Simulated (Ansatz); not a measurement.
Ideal-gas functions of CH$_{3}$BClNOTe (`OC1([TeH])NB1Cl`) at 800 K and 1 bar, from an Ansatz frequency run at PBE0-D4/def2-TZVP.

Molar mass 218.91 g/mol, point group C1 (symmetry number 1), electronic degeneracy 1, moments of inertia 161.188, 720.303, 810.787 u Å². Harmonic wavenumbers (cm⁻¹, unscaled): 69, 153, 172, 232, 264, 290, 368, 446, 489, 531, 599, 685, 914, 999, 1021, 1225, 1290, 1602, 2136, 3631, 3847.

Use S(trans) = R[1.5 ln M + 2.5 ln T − 1.1517]; rotational temperatures θ = 24.2544 K / I; S(rot) = R[ln(√π/σ · √(T³/θAθBθC)) + 1.5]; for each mode x = 1.438777 ν̃/T, S = R[x/(eˣ − 1) − ln(1 − e⁻ˣ)] and H = RT x/(eˣ − 1); 1 cm⁻¹ = 0.0119627 kJ/mol; R = 8.31446 J/(mol·K).

Problem. By hand: the entropy, in J/(mol·K).

Solution. Translation 196.6. Rotation: θ = 0.1505, 0.0337, 0.0299 K, giving 137.2. Vibration, mode by mode: 25.67, 19.07, 18.10, 15.64, 14.59, 13.82, 11.90, 10.37, 9.65, 9.01, 8.09, 7.09, 5.06, 4.48, 4.34, 3.25, 2.96, 1.90, 0.88, 0.09, 0.07, in all 186.0. Electronic 0.0. Sum 519.8 J/(mol·K).

Problem. By hand: H − E and G − E in kJ/mol, counted from the electronic energy.

Solution. Zero-point energy ½ × 20963 × 0.0119627 = 125.4; thermal vibration 70.2; translation, rotation and pV give 4 RT = 26.6. H − E = 222.2 kJ/mol, and G − E = 222.2 − 800 × 519.8/1000 = -193.6 kJ/mol.

Vibration gives 36 % of the entropy, 25.7 J/(mol·K) of it from the mode under 150 cm⁻¹: soft modes count most, and the harmonic formula is weakest for them. The sum counts one conformer and one mirror image; others add a mixing term.
